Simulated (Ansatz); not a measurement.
Molecule: MoH6, charge 0, multiplicity 1. 
Geometry from a B3LYP-D3(BJ)/def2-TZVP (Ansatz, a quantum-chemistry and plane-wave program) optimisation:
```xyz
7

Mo     0.0065    -0.0062    -0.0618
H     -0.4539    -0.7860     1.3033
H     -0.7547     0.8525     1.1073
H     -0.5134    -1.5975    -0.2825
H     -1.0282     1.2068    -0.6180
H      0.8169     0.3087     1.3267
H      1.6615     0.2760    -0.2426
```

Parts of the frozen-core correlation energy in def2-SVP (Ansatz, hartree). Frozen orbitals: 4; correlated occupied orbitals by spin: 6 and 6; virtual: 51 and 51. No spin-orbit coupling. Past Kr the def2 sets carry scalar-relativistic core potentials.

| term | value |
|---|---|
| reference (HF) | -70.79941 |
| MP2 opposite-spin | ___ |
| MP2 same-spin | ___ |
| CCSD correlation | -0.30448 |
| (T) | ___ |
| T1 diagnostic | 0.038 |
| largest doubles amplitude | 0.066 |

Task: Complete the blanks.

Result: 
- MP2 opposite-spin, value: -0.21825
- MP2 same-spin, value: -0.06408
- (T), value: -0.01315
